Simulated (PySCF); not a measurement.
C$_{5}$H$_{9}$O, charge +1, singlet, at a GFN2-xTB geometry; HF/STO-3G (PySCF).

The PySCF input:
```python
from pyscf import gto, scf

mol = gto.Mole()
mol.atom = '''
    O     1.983314   -0.639902   -0.027281
    C     0.782455   -0.234074   -0.004646
    C     0.316890    1.129092    0.268542
    C    -1.167308    1.118337   -0.124280
    C    -1.589159   -0.331791    0.126470
    C    -0.342044   -1.136867   -0.256872
    H     2.689350    0.019434    0.123154
    H     0.410191    1.292084    1.352216
    H     0.913370    1.909363   -0.209952
    H    -1.754809    1.827614    0.451615
    H    -1.271794    1.369787   -1.179698
    H    -1.820520   -0.485856    1.180411
    H    -2.461332   -0.615740   -0.455143
    H    -0.343136   -1.359106   -1.333357
    H    -0.232840   -2.106548    0.233721
'''
mol.basis = 'sto-3g'
mol.charge = 1
mol.spin = 0
mol.verbose = 4
mol.build()

mf = scf.RHF(mol)
mf.kernel()
mf.analyze()
```

Question: Predict the main parts of the log of this PySCF run.

Answer: 
```
PySCF version 2.14.0

[INPUT] verbose = 4
[INPUT] num. atoms = 15
[INPUT] num. electrons = 46
[INPUT] charge = 1
[INPUT] spin (= nelec alpha-beta = 2S) = 0
[INPUT] symmetry False subgroup None
[INPUT] Mole.unit = angstrom
[INPUT] Symbol           X                Y                Z      unit          X                Y                Z       unit  Magmom
[...]
nuclear repulsion = 247.58612871563
number of shells = 27
number of NR pGTOs = 117
number of NR cGTOs = 39
basis = sto-3g
ecp = {}

******** <class 'pyscf.scf.hf.RHF'> ********
method = RHF
initial guess = minao
damping factor = 0
level_shift factor = 0
DIIS = <class 'pyscf.scf.diis.CDIIS'>
diis_start_cycle = 1
diis_space = 8
diis_damp = 0
SCF conv_tol = 1e-09
SCF conv_tol_grad = None
SCF max_cycles = 50
direct_scf = True
direct_scf_tol = 1e-13
Set gradient conv threshold to 3.16228e-05
Initial guess from minao.
init E= -267.812452614161
[...]
cycle= 1 E= -265.850363563662  delta_E= 1.96  |g|= 0.502  |ddm|= 4.67
[...]
cycle= 2 E= -265.926063261235  delta_E= -0.0757  |g|= 0.219  |ddm|= 0.857
[...]
cycle= 3 E= -265.939443930747  delta_E= -0.0134  |g|= 0.043  |ddm|= 0.271
[...]
cycle= 4 E= -265.940308791946  delta_E= -0.000865  |g|= 0.00619  |ddm|= 0.0826
[...]
cycle= 5 E= -265.940332632899  delta_E= -2.38e-05  |g|= 0.00175  |ddm|= 0.0126
[...]
cycle= 6 E= -265.940335198849  delta_E= -2.57e-06  |g|= 0.000326  |ddm|= 0.00441
[...]
cycle= 7 E= -265.940335274476  delta_E= -7.56e-08  |g|= 5.64e-05  |ddm|= 0.000812
[...]
cycle= 8 E= -265.940335277009  delta_E= -2.53e-09  |g|= 1.41e-05  |ddm|= 0.000149
[...]
cycle= 9 E= -265.94033527722  delta_E= -2.11e-10  |g|= 5.45e-06  |ddm|= 3.99e-05
[...]
Extra cycle  E= -265.940335277249  delta_E= -2.89e-11  |g|= 3.11e-06  |ddm|= 1.19e-05
converged SCF energy = -265.940335277249
**** SCF Summaries ****
Total Energy =                        -265.940335277249346
Nuclear Repulsion Energy =             247.586128715629826
One-electron Energy =                 -841.373154311485109
Two-electron Energy =                  327.846690318606022
Two-electron Coulomb Energy =          364.979912983133659
DFT Exchange-Correlation Energy =      -37.133222664527636
HOMO-LUMO gap [eV] =                    15.298015604076983
**** MO energy ****
[...]
 ** Mulliken pop on meta-lowdin orthogonal AOs  **
 ** Mulliken pop  **
[...]
 ** Mulliken atomic charges  **
charge of    0O =     -0.02963
charge of    1C =      0.37440
charge of    2C =     -0.09116
charge of    3C =     -0.03828
charge of    4C =     -0.04064
charge of    5C =     -0.08064
charge of    6H =      0.26952
charge of    7H =      0.09934
charge of    8H =      0.08717
charge of    9H =      0.06941
charge of   10H =      0.05529
charge of   11H =      0.05516
charge of   12H =      0.06962
charge of   13H =      0.10292
charge of   14H =      0.09752

WARN: System has nonzero charge 1; the dipole moment is origin-dependent.
Location of origin: [0. 0. 0.]

Dipole moment(X, Y, Z, Debye):  3.49900,  0.66471,  0.29649
```
